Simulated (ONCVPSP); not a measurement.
## PBE ONCV dataset for copper (Cu), scalar-relativistic all-electron reference.

- Element: Cu (Z = 29)
- Generator: ONCVPSP 4.0.1
- Type: optimised norm-conserving Vanderbilt (ONCV)
- Functional: PBE
- Relativity: scalar-relativistic
- Frozen core: [Ne]
- Valence charge: 19
- Reference configuration: 3s2 3p6 3d10 4p1
- Partial waves: 3s: rc 1.10 bohr, ncon 4, nbas 8, qcut 10.4 1/bohr, 2 projectors, debl 1.4 Ha; 3p+4p: rc 1.30 bohr, ncon 4, nbas 9, qcut 6 1/bohr, 2 projectors; 3d: rc 1.05 bohr, ncon 4, nbas 9, qcut 17.7 1/bohr, 2 projectors, debl 0.5 Ha
- Local potential: polynomial inside 0.90 bohr (lpopt 5, dvloc0 1 Ha)
- Core correction: none

In the s channel the program set the typed energies aside and used -4.293, 0.250 Ha.

- Cutoffs needed: 157 Ha and 196 Ha (the cutoffs (Ha) at which the residual kinetic energy of the hardest occupied pseudo-wave falls to 1 and 0.1 mHa per electron)
- Ghost test: no bound ghost flagged; GHOST(+) flagged for p at 64.7 eV
- Largest excitation error: -33 meV (all-electron minus pseudo) for 3s1 3p6 3d10 4s1 4p0, out of 4 test configurations
